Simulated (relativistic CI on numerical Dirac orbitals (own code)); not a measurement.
**Ru²⁺ (4d6) in a crystal field**

Calculated by Dirac-Coulomb-Breit CI, orbitals from a KLI potential per configuration, a model potential for QED, valence Slater integrals scaled by 0.65, one configuration in a parametric crystal field (own radial code).

Field parameters in Wybourne normalisation: Oh B⁴₀ = 21Dq, B⁴₄ = √(5/14) B⁴₀. The field is a parameter set, without covalency.

S is read from ⟨S²⟩ = S(S + 1).

Levels (cm⁻¹, degeneracy): 0 (3), 317 (2), 416 (3), 758 (1), 1091 (3), 1208 (3), 5511 (2), 5512 (3), 5515 (1), 5576 (3), 5622 (1), 7260 (1).

(1) Which field gives this pattern?
A. Oh, 10Dq = 12250 cm⁻¹
B. Oh, 10Dq = 4700 cm⁻¹
C. Oh, 10Dq = 42400 cm⁻¹
D. Oh, 10Dq = 27350 cm⁻¹

Results:

(1) B. Oh, 10Dq = 4700 cm⁻¹, ground level with S = 1.99.
